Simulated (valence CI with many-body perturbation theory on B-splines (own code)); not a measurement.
# As¹⁸⁺: calculated level list

Calculated by relativistic CI+MBPT: five valence electrons over a frozen Dirac-Fock core [Ne], radial functions for each j: 9 s, 9 p, 8 d, 6 f, 3 g, 1 h, with the one-electron correlation potential Σ1 (screened to all orders), the two-electron term Σ2, the three-electron term Σ3, Breit, model QED; selected single and double excitations, second order for the rest (own B-spline code, finite nucleus).

No measured spectrum was set against this ion. As an estimate, levels of excited configurations hold to 0.05 to 0.15 % of their energy, terms of the ground configuration to about 0.5 %. Among the levels kept, up to 450 cm⁻¹ of a level comes from second order outside the variational space, and about a tenth of that is noise between levels of different J, which matters for small intervals.

Levels 1 to 45 of 47, with energies above the lowest level, 3s2 3p3 4S°_3/2. "Leading %" is the weight of the configuration and term that name the level; weights of strongly mixed levels are sums over their largest components and can fall short. In the jj column 3d3/2^4 stands for four electrons in 3d with j = 3/2. Lifetimes count E1, E2, E3, M1 and M2 decay at the calculated energies, and are blank where another channel may lead or the interval is too uncertain; long ones can be off by a factor of two.

| No. | Configuration | Term | J | E (cm⁻¹) | Leading % | Leading jj | g | Lifetime |
| --- | --- | --- | --- | --- | --- | --- | --- | --- |
| 1 | 3s2 3p3 | 4S° | 3/2 | 0 | 80 | 3s^2 3p1/2^2 3p3/2 (62 %) | 1.855 |  |
| 2 | 3s2 3p3 | 2D° | 3/2 | 60338 | 70 | 3s^2 3p1/2 3p3/2^2 (67 %) | 1.032 | 473 μs |
| 3 | 3s2 3p3 | 2D° | 5/2 | 80616 | 97 | 3s^2 3p1/2 3p3/2^2 (97 %) | 1.199 | 3.24 ms |
| 4 | 3s2 3p3 | 2P° | 1/2 | 121240 | 96 | 3s^2 3p1/2 3p3/2^2 (96 %) | 0.663 | 195 μs |
| 5 | 3s2 3p3 | 2P° | 3/2 | 157970 | 68 | 3s^2 3p3/2^3 (90 %) | 1.244 | 80.2 μs |
| 6 | 3s 3p4 | 4P | 5/2 | 432230 | 84 | 3s 3p1/2^2 3p3/2^2 (76 %) | 1.577 | 288 ps |
| 7 | 3s 3p4 | 4P | 3/2 | 466330 | 84 | 3s 3p1/2 3p3/2^3 (65 %) | 1.695 | 227 ps |
| 8 | 3s 3p4 | 4P | 1/2 | 476500 | 82 | 3s 3p1/2^2 3p3/2^2 (40 %) | 2.619 | 202 ps |
| 9 | 3s 3p4 | 2D | 3/2 | 537000 | 65 | 3s 3p1/2 3p3/2^3 (42 %) | 0.883 | 118 ps |
| 10 | 3s 3p4 | 2D | 5/2 | 550360 | 72 | 3s 3p1/2 3p3/2^3 (68 %) | 1.220 | 150 ps |
| 11 | 3s2 3p2 3d | 2P | 3/2 | 607590 | 48 | 3s 3p1/2 3p3/2^3 (38 %) | 1.258 | 72.0 ps |
| 12 | 3s 3p4 | 2S | 1/2 | 614460 | 33 | 3s 3p1/2^2 3p3/2^2 (33 %) | 1.259 | 46.4 ps |
| 13 | 3s2 3p2 3d | 4F | 3/2 | 631750 | 82 | 3s^2 3p1/2^2 3d3/2 (51 %) | 0.509 | 307 ps |
| 14 | 3s2 3p2 3d | 4F | 5/2 | 645560 | 74 | 3s^2 3p1/2^2 3d5/2 (44 %) | 1.096 | 606 ps |
| 15 | 3s 3p4 | 2S | 1/2 | 663350 | 36 | 3s^2 3p1/2 3p3/2 3d3/2 (35 %) | 1.143 | 101 ps |
| 16 | 3s2 3p2 3d | 2F | 5/2 | 666360 | 72 | 3s^2 3p1/2 3p3/2 3d3/2 (76 %) | 0.950 | 1.39 ns |
| 17 | 3s2 3p2 3d | 4F | 7/2 | 668850 | 86 | 3s^2 3p1/2 3p3/2 3d5/2 (69 %) | 1.246 | 7.60 ns |
| 18 | 3s2 3p2 3d | 2F | 7/2 | 681770 | 52 | 3s^2 3p1/2 3p3/2 3d5/2 (52 %) | 1.249 | 7.99 ns |
| 19 | 3s2 3p2 3d | 4D | 3/2 | 685380 | 82 | 3s^2 3p1/2 3p3/2 3d3/2 (47 %) | 1.135 | 153 ps |
| 20 | 3s2 3p2 3d | 4D | 1/2 | 687280 | 69 | 3s^2 3p1/2 3p3/2 3d3/2 (45 %) | 0.316 | 105 ps |
| 21 | 3s2 3p2 3d | 4F | 9/2 | 690370 | 86 | 3s^2 3p1/2 3p3/2 3d5/2 (67 %) | 1.304 |  |
| 22 | 3s2 3p2 3d | 4D | 5/2 | 700950 | 59 | 3s^2 3p1/2 3p3/2 3d5/2 (58 %) | 1.218 | 207 ps |
| 23 | 3s2 3p2 3d | 4D | 7/2 | 734300 | 45 | 3s^2 3p3/2^2 3d5/2 (69 %) | 1.253 | 2.37 ns |
| 24 | 3s 3p4 | 2P | 3/2 | 758420 | 42 | 3s^2 3p1/2 3p3/2 3d5/2 (35 %) | 1.252 | 8.50 ps |
| 25 | 3s2 3p2 3d | 2G | 7/2 | 760150 | 78 | 3s^2 3p1/2 3p3/2 3d3/2 (29 %) | 0.950 | 409 ps |
| 26 | 3s2 3p2 3d | 4P | 5/2 | 770810 | 75 | 3s^2 3p1/2 3p3/2 3d5/2 (45 %) | 1.542 | 7.62 ps |
| 27 | 3s2 3p2 3d | 2G | 9/2 | 775330 | 85 | 3s^2 3p3/2^2 3d5/2 (67 %) | 1.138 | 223 μs |
| 28 | 3s2 3p2 3d | 4P | 3/2 | 780910 | 62 | 3s^2 3p1/2 3p3/2 3d3/2 (41 %) | 1.543 | 8.01 ps |
| 29 | 3s2 3p2 3d | 4P | 1/2 | 785730 | 60 | 3s^2 3p1/2 3p3/2 3d3/2 (64 %) | 2.189 | 7.41 ps |
| 30 | 3s2 3p2 3d | 2D | 3/2 | 799760 | 66 | 3s^2 3p1/2 3p3/2 3d5/2 (40 %) | 0.990 | 25.1 ps |
| 31 | 3s2 3p2 3d | 2P | 1/2 | 806670 | 40 | 3s^2 3p3/2^2 3d3/2 (44 %) | 1.083 | 7.57 ps |
| 32 | 3s2 3p2 3d | 2D | 5/2 | 827300 | 77 | 3s^2 3p1/2 3p3/2 3d5/2 (29 %) | 1.204 | 9.25 ps |
| 33 | 3s2 3p2 3d | 2D | 3/2 | 843850 | 69 | 3s^2 3p3/2^2 3d3/2 (44 %) | 0.886 | 7.53 ps |
| 34 | 3s2 3p2 3d | 2D | 5/2 | 852120 | 68 | 3s^2 3p3/2^2 3d5/2 (54 %) | 1.121 | 17.7 ps |
| 35 | 3s2 3p2 3d | 2P | 1/2 | 855560 | 77 | 3s^2 3p1/2 3p3/2 3d5/2 (72 %) | 0.871 | 9.65 ps |
| 36 | 3s2 3p2 3d | 2D | 5/2 | 861620 | 48 | 3s^2 3p1/2 3p3/2 3d3/2 (34 %) | 1.064 | 7.93 ps |
| 37 | 3s2 3p2 3d | 2F | 7/2 | 881140 | 94 | 3s^2 3p3/2^2 3d3/2 (49 %) | 1.137 | 6.30 ps |
| 38 | 3s2 3p2 3d | 2P | 3/2 | 887870 | 76 | 3s^2 3p3/2^2 3d5/2 (54 %) | 1.276 | 8.88 ps |
| 39 | 3s2 3p2 3d | 2S | 1/2 | 892980 | 59 | 3s^2 3p3/2^2 3d5/2 (30 %) | 1.847 | 8.30 ps |
| 40 | 3s2 3p2 3d | 2D | 3/2 | 926420 | 92 | 3s^2 3p3/2^2 3d3/2 (50 %) | 0.822 | 7.44 ps |
| 41 | 3s2 3p2 3d | 2D | 5/2 | 928440 | 65 | 3s^2 3p3/2^2 3d5/2 (67 %) | 1.110 | 7.01 ps |
| 42 | 3s 3p3 3d | 6D° | 1/2 | 978330 | 96 | 3s 3p1/2 3p3/2^2 3d3/2 (49 %) | 3.297 | 2.88 ns |
| 43 | 3s 3p3 3d | 6D° | 3/2 | 979320 | 95 | 3s 3p1/2 3p3/2^2 3d3/2 (43 %) | 1.843 | 2.29 ns |
| 44 | 3s 3p3 3d | 6D° | 5/2 | 980740 | 94 | 3s 3p1/2 3p3/2^2 3d3/2 (34 %) | 1.636 | 3.03 ns |
| 45 | 3s 3p3 3d | 6D° | 7/2 | 982860 | 92 | 3s 3p1/2^2 3p3/2 3d5/2 (24 %) | 1.568 | 5.53 ns |

Names give the largest LS component (configuration and term), which can be under half, so a name can repeat, a term be missing and a line seem to break the LS rules; names also repeat where a configuration has a term twice.

The ionisation energy to 3s2 3p2 3P_0 of the next ion comes out as 721.97 eV (NIST: 728.9 ± 2.2 eV (semi-empirical), further off than twice its uncertainty). All 47 levels together are meant to be complete up to 1027400 cm⁻¹.
